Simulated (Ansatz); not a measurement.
`[SiH3]N[SiH2][GaH2]` → Ga• + 8 H• + N• + 2 Si•  (atomization)

Isolated molecules relaxed with PBE0-D4/def2-TZVP in Ansatz; ΔE leaves out vibrations. CCSD(T)/CBS is the MP2 limit (def2-TZVPP, def2-QZVPP) plus CCSD(T) − MP2 in def2-TZVPP, frozen cores. This one scheme is used for every species, atoms too. For atomizations the MP2-based limit and the directly extrapolated one differ by several kJ/mol either way, and by 10 to 25 for some Ge, Se and Sn compounds, so smaller differences from it don't rank the levels. DFT in def2-TZVPP. HSE06 is defined as in plane-wave codes. Open shells (•) are unrestricted, without spin–orbit coupling. Spin–orbit coupling would lower the free atoms: a little for Si; clearly for Ga. For Ga outer-core shells are correlated without core-valence functions, so the limit isn't a true one: a few kJ/mol of doubt a bond, and 10 to 20 or more in all where bonds break to atoms. Scalar relativity is left out up to krypton. One conformer a species, not always the lowest.

```
             level  ΔE (eV)  difference from CCSD(T)/CBS
            B97M-V    36.33                         0.12
           PBE0-D4    35.57                        -0.64
        r2SCAN0-D4    35.69                        -0.52
          HSE06-D4    35.58                        -0.63
           ωB97M-V    36.10                        -0.11
            revPBE    34.27                        -1.94
              BLYP    34.91                        -1.30
            r2SCAN    35.91                        -0.30
           r2SCANh    35.78                        -0.43
           r2SCAN0    35.60                        -0.61
     CCSD/def2-SVP    33.09                        -3.12
     HF/def2-TZVPP    26.38                        -9.83
   CCSD/def2-TZVPP    34.90                        -1.31
CCSD(T)/def2-TZVPP    35.27                        -0.94
     HF/def2-QZVPP    26.46                        -9.75
SCS-MP2/def2-QZVPP    36.16                        -0.05
       CCSD(T)/CBS    36.21                            0
```

Largest T1 diagnostic among the species: 0.013.

The D4 term adds +0.53 eV with B3LYP and +0.28 eV with PBE0; it sums over pairs of atoms, weighted by their polarisabilities, and B3LYP, whose exchange is more repulsive, gets the larger term. From PBE to PBE0 (25 % exact exchange), in def2-TZVPP and without D4, ΔE moves by −0.09 eV: exact exchange takes away binding that semilocal exchange gives to molecules.

B3LYP here is the variant with VWN-RPA as its local correlation; programs differ in this.
